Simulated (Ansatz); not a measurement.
```xyz
13

O     2.718    1.125   -1.199
Si    1.959   -0.242   -0.708
S     1.290   -0.159    1.319
Si   -0.625    0.725    0.924
Si   -2.199   -0.915    0.378
H     2.237    1.953   -1.141
H     2.970   -1.314   -0.796
H     0.773   -0.527   -1.559
H    -0.493    1.726   -0.175
H    -1.023    1.453    2.159
H    -2.345   -1.844    1.529
H    -3.521   -0.299    0.080
H    -1.741   -1.681   -0.811
```

Total charge 0; spin multiplicity 1.

List the ωB97M-V/def2-TZVPP orbital energies in eV (Ansatz). (An estimate is asked.)

Ansatz gave: Occupied: -2426.58, -1808.04, -1807.67, -1806.99, -526.41, -220.61, -163.68, -163.64, -163.56, -148.98, -148.71, -148.11, -103.13, -103.09, -103.07, -102.85, -102.80, -102.79, -102.22, -102.22, -102.21, -31.18, -23.16, -18.82, -18.41, -16.76, -15.82, -13.76, -13.57, -13.02, -12.51, -12.14, -11.89, -11.43, -11.25, -10.79, -9.46. Lowest empty: 1.23, 1.55, 1.78, 1.96, 2.38, 2.79, 2.90, 3.06.
